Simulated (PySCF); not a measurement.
C₇H₁₀Si₂.
Geometry (PBE0-D3(BJ)/def2-SVP, Å), atoms numbered from 1 in this order:
```xyz
19
C7H10Si2 angstrom
C      3.5151    0.7759   -2.0011
C      2.8552    0.5023   -1.0153
Si     1.8360    0.0961    0.4635
C      0.6082    1.4702    0.7830
C     -0.7266    1.3013    0.8353
Si    -1.6320   -0.3161    0.5483
C     -2.8024   -0.1550   -0.9142
C     -0.3867   -1.6839    0.2369
C      0.9495   -1.5268    0.1855
H      4.1010    1.0167   -2.8705
H      2.7855   -0.0241    1.6137
H      1.0187    2.4779    0.9447
H     -1.3472    2.1873    1.0415
H     -2.4371   -0.6518    1.7684
H     -3.3474   -1.0961   -1.0873
H     -3.5447    0.6395   -0.7404
H     -2.2403    0.0912   -1.8282
H     -0.7902   -2.6933    0.0608
H      1.5762   -2.4048   -0.0309
```

Computed, not measured: TDDFT PBE0/def2-SVPD, vertical, gas phase, core orbitals frozen in the response in PySCF.

Transition dipole moments from the ground state, in atomic units and in the frame of the coordinates above (overall signs are arbitrary), for the states with f of 0.002 or more among the lowest 9:

```csv
state,E (hartree),μx,μy,μz
S2,0.2041,-0.117,-0.060,0.229
S4,0.2172,-0.792,-0.104,0.052
S6,0.2197,-0.429,-0.005,-0.219
S9,0.2340,-0.576,-0.100,0.167
```

Task: Work out the oscillator strengths.

Result: f = (2/3) ΔE |μ|² with ΔE in hartree (27.2114 eV).

| state | \|μ\|² (au) | \|μ\| (D) | f |
| --- | --- | --- | --- |
| S2 | 0.070 | 0.67 | 0.010 |
| S4 | 0.640 | 2.03 | 0.093 |
| S6 | 0.233 | 1.23 | 0.034 |
| S9 | 0.369 | 1.54 | 0.058 |

Task: What is the point group, and which symmetry does each of these states have?

Result: Cs. The ground state is totally symmetric, so the direction of μ fixes the label. Polarised in the mirror plane, so A′: S2, S4, S6 and S9.

Task: Which bond between heavy atoms lies closest to the direction of the S4 transition dipole?

Result: C4–C5 and C8–C9, at 2° from it; next C2–Si3 and C1–C2 at 51°.

Task: What angle do the transition dipoles of S4 and S9 make?

Result: |cos θ| = |μa·μb| / (|μa| |μb|) = 0.98, so θ ≈ 12° (taken between 0 and 90°, since the signs are arbitrary).

Task: What peak molar absorption coefficient would the strongest computed level give as a lone Gaussian band 0.3 eV wide at half height?

Result: ε(max) = 2.175×10⁸ f / FWHM, with the width in cm⁻¹. S4: 2.175×10⁸ × 0.0927 / 2420 ≈ 8300 L mol⁻¹ cm⁻¹.

The vertical ionisation energy (ΔSCF) is 9.31 eV, 2.94 eV above S9.
